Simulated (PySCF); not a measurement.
# Zr³⁸⁺ (zirconium, charge +38) across methods

1s2, closed-shell 1S. Computed with PySCF 2.14 in an even-tempered Gaussian basis (15 s from 62 bohr⁻², ratio 2.2; 7 p from 95 bohr⁻², ratio 2.4; 4 d from 280 bohr⁻², ratio 2.4; 3 f from 430 bohr⁻², ratio 2.4; 3 g from 640 bohr⁻², ratio 2.4), with the non-relativistic Hamiltonian (point nucleus).

```tsv
method	E (hartree)	mean ε 1s (eV)	Σ⟨r²⟩ (bohr²)	⟨S²⟩
PBE	-1574.65	-20841.1	0.003834	0.000
r2SCAN	-1575.16	-20871.1	0.003829	0.000
TPSSh	-1575.16	-20884.9	0.003829	0.000
PBE0	-1574.78	-20904.4	0.003832	0.000
M06-L	-1575.47	-20872.7	0.003824	0.000
LDA	-1571.88	-20809.7	0.003839	0.000
```

Q: Estimate the same row for UHF.

A: E (hartree) = -1575.11033; mean ε 1s (eV) = -21093.3; Σ⟨r²⟩ (bohr²) = 0.003826; ⟨S²⟩ = 0.000.

A non-relativistic calculation at this Z misses sizeable relativistic shifts.
